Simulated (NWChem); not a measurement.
System: CH6FNOSi; SMILES CN[Si@H](O)F

Input file for NWChem:

```
start job
memory heap 200 mb stack 900 mb global 1100 mb
geometry units angstroms noautoz
  C      0.235696    -2.351999     0.106665
  N     -0.055267    -1.058039    -0.497185
  Si    -0.263403     0.410881     0.330707
  O     -1.206817     1.368572    -0.634245
  F      1.090012     1.263538     0.602676
  H      0.042109    -2.300611     1.183225
  H     -0.409776    -3.138172    -0.305243
  H      1.282050    -2.660209    -0.028800
  H      0.012044    -1.037840    -1.507726
  H     -0.815127     0.112623     1.670057
  H     -1.030017     2.317792    -0.575170
end
basis spherical
  * library def2-tzvp
end
dft
  xc m06-2x
  iterations 150
  semidirect filesize 400000000
  mulliken
end
task dft energy
```

Output (shortened):

```
             Northwest Computational Chemistry Package (NWChem) 7.3.0
             --------------------------------------------------------

 C1  symmetry detected

                             Geometry "geometry" -> ""
                             -------------------------

 Output coordinates in angstroms (scale by  1.889725989 to convert to a.u.)

  No.       Tag          Charge          X              Y              Z
 ---- ---------------- ---------- -------------- -------------- --------------
    1 C                    6.0000     0.12210097     2.36481380    -0.07693735
    2 N                    7.0000    -0.34859005     1.06755868     0.39125695
    3 Si                  14.0000     0.00853001    -0.44009667    -0.30580283
    4 O                    8.0000    -1.22901023    -1.45786174     0.10769784
    5 F                    9.0000     1.36192528    -1.15915874     0.22710825
    6 H                    1.0000     0.52115005     2.26036897    -1.09130868
    7 H                    1.0000    -0.69693493     3.09396408    -0.12041546
    8 H                    1.0000     0.92040002     2.78166725     0.55326317
    9 H                    1.0000    -0.81571106     1.08594428     1.28991807
   10 H                    1.0000     0.21490096    -0.24142992    -1.75671916
   11 H                    1.0000    -0.98094628    -2.38563230     0.22377015

 Effective nuclear repulsion energy (a.u.)     252.9647108602

                                 NWChem DFT Module
                                 -----------------

 Summary of "ao basis" -> "ao basis" (spherical)
 ------------------------------------------------------------------------------
       Tag                 Description            Shells   Functions and Types
 ---------------- ------------------------------  ------  ---------------------
 C                         def2-tzvp                11       31   5s3p2d1f
 N                         def2-tzvp                11       31   5s3p2d1f
 Si                        def2-tzvp                13       37   5s5p2d1f
 O                         def2-tzvp                11       31   5s3p2d1f
 F                         def2-tzvp                11       31   5s3p2d1f
 H                         def2-tzvp                 4        6   3s1p

            General Information
            -------------------
          SCF calculation type: DFT
          Wavefunction type:  closed shell.
          No. of atoms     :    11
          No. of electrons :    50
           Alpha electrons :    25
            Beta electrons :    25
          Charge           :     0
          Spin multiplicity:     1
          Use of symmetry is: off; symmetry adaption is: off
          Maximum number of iterations: 150
          AO basis - number of functions:   197
                     number of shells:    81
          Convergence on energy requested:  1.00D-06
          Convergence on density requested:  1.00D-05
          Convergence on gradient requested:  5.00D-04

              XC Information
              --------------
                       M06-2X Method XC Functional
                     Hartree-Fock (Exact) Exchange  0.540
                        M06-2X Exchange Functional  1.000
                      M06-2X Correlation Potential  1.000

             Grid Information
             ----------------
          Grid used for XC integration:  medium
          Radial quadrature: Mura-Knowles
          Angular quadrature: Lebedev.
          Tag              B.-S. Rad. Rad. Pts. Rad. Cut. Ang. Pts.
          ---              ---------- --------- --------- ---------
          C                   0.70       49          12.0       434
          N                   0.65       49          10.0       434
          Si                  1.10       88          11.0       590
          O                   0.60       49          12.0       434
          F                   0.50       49          12.0       434
          H                   0.35       45          13.0       434
          Grid pruning is: on
          Number of quadrature shells:   554
          Spatial weights used:  Erf1

      Superposition of Atomic Density Guess
      -------------------------------------

 Sum of atomic energies:        -558.01953134

      Non-variational initial energy
      ------------------------------

 Total energy =    -560.097164
 1-e energy   =   -1272.705371
 2-e energy   =     459.643495
 HOMO         =      -0.316816
 LUMO         =       0.042399

------------------------------------------------------------
EAF file 0: "./job.aoints.0" size=648544256 bytes
------------------------------------------------------------
               write      read    awrite     aread      wait
               -----      ----    ------     -----      ----
     calls:     1237         0         0         0         0
   data(b): 6.49e+08  0.00e+00  0.00e+00  0.00e+00
   time(s): 0.00e+00  0.00e+00  0.00e+00  0.00e+00  0.00e+00
rate(mb/s): 0.00e+00  0.00e+00
------------------------------------------------------------

     ---------------------------------------------
      Total Density - Mulliken Population Analysis
     ---------------------------------------------

    Atom       Charge   Shell Charges
 -----------   ------   -------------------------------------------------------
    1 C    6     6.29   0.86  1.12  0.54  0.65  0.14  1.18  1.33  0.39  0.02  0.06  0.01
    2 N    7     7.70   0.82  1.16  0.56  0.81  0.14  1.60  1.89  0.68  0.00  0.03  0.00
    3 Si  14    12.81   2.00  0.59  1.39  0.75  0.30  4.10  1.73  0.47  0.77  0.18  0.22  0.20  0.09
    4 O    8     8.84   0.79  1.18  0.59  0.95  0.25  2.02  2.20  0.85  0.00  0.01  0.00
    5 F    9     9.52   0.77  1.20  0.61  1.02  0.31  2.37  2.36  0.88  0.00  0.01  0.00
    6 H    1     0.85   0.25  0.45  0.13  0.02
    7 H    1     0.85   0.25  0.45  0.13  0.02
    8 H    1     0.85   0.25  0.45  0.13  0.02
    9 H    1     0.69   0.22  0.35  0.08  0.04
   10 H    1     1.05   0.23  0.52  0.29  0.01
   11 H    1     0.54   0.19  0.25  0.06  0.04

   convergence    iter        energy       DeltaE   RMS-Dens  Diis-err
 ---------------- ----- ----------------- --------- --------- ---------
 d= 0,ls=0.0,diis     1   -561.0803159049 -8.14D+02  3.94D-03  1.10D+00
 d= 0,ls=0.0,diis     2   -561.1030940857 -2.28D-02  1.81D-03  1.01D+00
 d= 0,ls=0.0,diis     3   -561.1793514710 -7.63D-02  3.08D-04  2.27D-02
 d= 0,ls=0.0,diis     4   -561.1809438521 -1.59D-03  8.14D-05  9.15D-04
 d= 0,ls=0.0,diis     5   -561.1810087991 -6.49D-05  3.15D-05  2.33D-04
  Resetting Diis
 d= 0,ls=0.0,diis     6   -561.1810290970 -2.03D-05  8.15D-06  6.21D-06
 d= 0,ls=0.0,diis     7   -561.1810297516 -6.55D-07  1.97D-06  2.61D-07

         Total DFT energy =     -561.181029751560
      One electron energy =    -1277.591913099142
           Coulomb energy =      518.062504257687
    Exchange-Corr. energy =      -54.616331770336
 Nuclear repulsion energy =      252.964710860230

 Numeric. integr. density =       50.000000471755

                       DFT Final Molecular Orbital Analysis
                       ------------------------------------

 Vector   23  Occ=2.000000D+00  E=-4.364459D-01
              MO Center= -5.2D-01, -2.4D-01, -9.3D-02, r^2= 4.2D+00
   Bfn.  Coefficient  Atom+Function         Bfn.  Coefficient  Atom+Function
  ----- ------------  ---------------      ----- ------------  ---------------
   107      0.250179   4 O  pz              110      0.216456   4 O  pz
   105      0.196830   4 O  px              108      0.165964   4 O  px
   113      0.158260   4 O  pz               79      0.122647   3 Si pz
   163     -0.117715   6 H  s               111      0.115247   4 O  px
   138     -0.113760   5 F  pz                8      0.109864   1 C  pz

 Vector   24  Occ=2.000000D+00  E=-3.972785D-01
              MO Center= -4.2D-01, -5.9D-01, -5.3D-01, r^2= 2.9D+00
   Bfn.  Coefficient  Atom+Function         Bfn.  Coefficient  Atom+Function
  ----- ------------  ---------------      ----- ------------  ---------------
   107      0.306231   4 O  pz              110      0.263517   4 O  pz
   113      0.199722   4 O  pz              187      0.196514  10 H  s
   188      0.168770  10 H  s                79     -0.164542   3 Si pz
   186      0.135829  10 H  s                38      0.115551   2 N  py
   138      0.089233   5 F  pz               41      0.088263   2 N  py

 Vector   25  Occ=2.000000D+00  E=-3.180710D-01
              MO Center= -2.2D-01,  1.2D+00,  2.9D-01, r^2= 1.9D+00
   Bfn.  Coefficient  Atom+Function         Bfn.  Coefficient  Atom+Function
  ----- ------------  ---------------      ----- ------------  ---------------
    37      0.323506   2 N  px               40      0.288136   2 N  px
    43      0.278526   2 N  px               39      0.190775   2 N  pz
    42      0.169658   2 N  pz               45      0.147500   2 N  pz
   175     -0.136098   8 H  s               169      0.117599   7 H  s
     6     -0.107143   1 C  px              176     -0.100039   8 H  s

 Vector   26  Occ=0.000000D+00  E= 5.429372D-02
              MO Center= -3.0D-01, -1.2D+00, -2.3D-01, r^2= 7.5D+00
   Bfn.  Coefficient  Atom+Function         Bfn.  Coefficient  Atom+Function
  ----- ------------  ---------------      ----- ------------  ---------------
     5      2.145254   1 C  s                81     -0.979126   3 Si py
   104     -0.973369   4 O  s               194      0.805290  11 H  s
   164     -0.795630   6 H  s               170     -0.626829   7 H  s
   176     -0.602693   8 H  s                44     -0.410377   2 N  py
    67     -0.284767   3 Si s                78     -0.283889   3 Si py

[...]
```

Level: M06-2X/def2-TZVP. Coordinates come from a B3LYP/6-31G* (spherical d) optimisation.
